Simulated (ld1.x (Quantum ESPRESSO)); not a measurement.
**What one change does to a pseudopotential (thallium (Tl), TM)**

```json
{
 "Element": "thallium",
 "Generator": "ld1.x (Quantum ESPRESSO) 7.5",
 "Type": "norm-conserving Troullier–Martins (Kleinman–Bylander form)",
 "Functional": "LDA (PZ)",
 "Relativity": "scalar-relativistic",
 "Frozen core": "[Xe] 4f14 5d10",
 "Valence charge": "3",
 "Reference configuration": "6s2 6p0 (charge +1)",
 "Partial waves": "6p (bound, empty): rc 1.90 bohr; 6s (bound): rc 2.20 bohr",
 "Local potential": "the s channel",
 "Core correction": "Bessel-smoothed model core inside 1.65 bohr"
}
```

Change: wave 6p (bound): rc 1.90 bohr becomes 6p (bound): rc 1.46 bohr.

Cutoffs: the cutoffs (Ry, on a coarse ladder) from which the occupation-weighted sum of valence levels, in a spherical-Bessel basis at the reference potential, stays within 10 and 1 mRy of its value at 400 Ry; they do not see the model core or the augmentation charge, which bear on the density cutoff. Errors are all-electron minus pseudo energies relative to the spin-unpolarised reference configuration.

**Question.** Predict the effect on cutoff, ghosts and configuration errors.

**Answer.** The potential gets neither clearly harder nor softer (18 Ry and 30 Ry → 18 Ry and 30 Ry); both files keep a bound ghost (d, p); the number of tests that count goes from 9 to 5; of the 5 tests that both files solve, the error grows in 3 and shrinks in 0 by more than 15 % and 0.3 meV (median size 40.4 → 224.4 meV); the range in which the p phases agree widens (upper end 3.1 → at the end of the scan). That the errors move this way runs against the usual rule that smaller radii transfer better.

```tsv
quantity	base	changed
cutoff, loose	18 Ry	18 Ry
cutoff, tight	30 Ry	30 Ry
bound ghosts	p, d	p, d
tests counted (converged, no solver errors)	9 of 9	5 of 9
error for 6s1 6p0, meV [ΔE 21.20 eV]	-214	-214
error for 6s2 6p1.3, meV [ΔE -5.96 eV]	-31	-3777
error for 6s1 6p1, meV [ΔE 8.38 eV]	-40	-63
error for 6s1 6p2, meV [ΔE 2.07 eV]	-10	-11914
error for 6s1 6p0 (spin-polarised), meV [ΔE 21.01 eV]	-224	-224
s: phases at 2.40 bohr within 0.05 rad from the reference energy up to (Ry; the scan ends near 5)	2.8	2.8
p: phases at 2.40 bohr within 0.05 rad from the reference energy up to (Ry; the scan ends near 5)	3.1	to the end of the scan
```

Base: The cutoffs count occupied waves only; the empty 6p level needs 30 Ry at the loose tolerance. Changed file: The cutoffs count occupied waves only; the empty 6p level needs 260 Ry at the loose tolerance. Tests not counted: 6s2 6p1 (pseudo-atom not self-consistent, printed error +6.6 eV); 6s2 6p0.5 (solver errors, printed error -12 meV); 6s0 6p3 (converged, but collapsed or in another state, printed error -21.4 eV); 6s2 6p1 (spin-polarised) (solver errors, printed error -3.9 eV). These tests converged, but a pseudo level misses the all-electron one widely, so the file describes the atom poorly there or has found another state: 6s2 6p1.3: 6s by 4.9 eV; 6s1 6p2: 6s by 9.2 eV. A true bound ghost makes a file unfit for plane-wave use even where its test errors are small: the radial tests pick states by their node count and pass the ghost by. Where a test does run into it, the solver fails or the error is huge.
